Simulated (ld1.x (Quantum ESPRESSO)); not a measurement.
u(r) = r·R(r): atom against pseudo-atom (Ni)

Columns: radius, all-electron u(r) and pseudo u(r) of the 4s shell (level -13.18 eV) of nickel in the configuration [Ne] 3s2 3p6 3d8 4s1 4p0; PBE, scalar-relativistic, ultrasoft scheme, ld1.x (Quantum ESPRESSO) 7.5.

```tsv
r (bohr)	all-electron	pseudo
0.075	-0.0174	0.2441
0.150	-0.1825	0.4698
0.225	-0.1320	0.6604
0.300	0.0169	0.8028
0.375	0.1632	0.8887
0.450	0.2626	0.9148
0.525	0.3057	0.8836
0.600	0.2995	0.8020
0.675	0.2565	0.6808
0.750	0.1888	0.5327
0.825	0.1069	0.3711
0.900	0.0184	0.2084
0.975	-0.0711	0.0548
1.050	-0.1579	-0.0828
1.125	-0.2396	-0.2007
1.200	-0.3148	-0.2983
1.275	-0.3827	-0.3777
1.350	-0.4429	-0.4422
1.425	-0.4957	-0.4958
1.500	-0.5411	-0.5411
1.575	-0.5795	-0.5795
1.650	-0.6113	-0.6113
1.725	-0.6371	-0.6371
1.800	-0.6573	-0.6573
1.875	-0.6725	-0.6725
1.950	-0.6830	-0.6830
```

Question: How many radial nodes do the two functions have?

Answer: The all-electron 4s function has n − l − 1 = 3 (the table is too coarse to show those close to the nucleus); the pseudo-wave has 1, since 1 lower shell of the same l stays in the valence.

Question: At about which radius was the pseudo-wave matched?

Answer: 1.50 bohr, where the columns begin to agree (steps of 0.07 bohr).

Question: Is the pseudo-wave norm-conserving?

Answer: No, it belongs to an ultrasoft set: the norm inside the radius is not constrained, and the difference is carried by the augmentation charge.
